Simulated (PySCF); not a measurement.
CH₆ClFOSi₂, SMILES O[C@H]([SiH3])[Si@@H](F)Cl.

Geometry optimised at B3LYP-D3(BJ)/def2-SVP. The structure was generated by enumeration; whether it is a known compound was not checked. The values are those of a single conformer.

Level of theory: SMD-ωB97X/def2-SVP (PySCF).

Solvation free energies are E(SMD) − E(gas) at the gas-phase geometry, for 1 M in both phases. In vacuum the dipole moment is 1.94 D.

```tsv
solvent	ΔG(solv) (kcal/mol)	its non-electrostatic (CDS) part	dipole (D)
water	?	?	?
2-propanol	-6.3	-0.6	2.42
dichloromethane	-5.0	-1.0	2.34
```

Q: Some entries are withheld; supply them. (An estimate is asked for; the answer gives what the named calculation found.)

A: 
- water, ΔG(solv) (kcal/mol): -2.8
- water, its non-electrostatic (CDS) part: 3.9
- water, dipole (D): 2.50
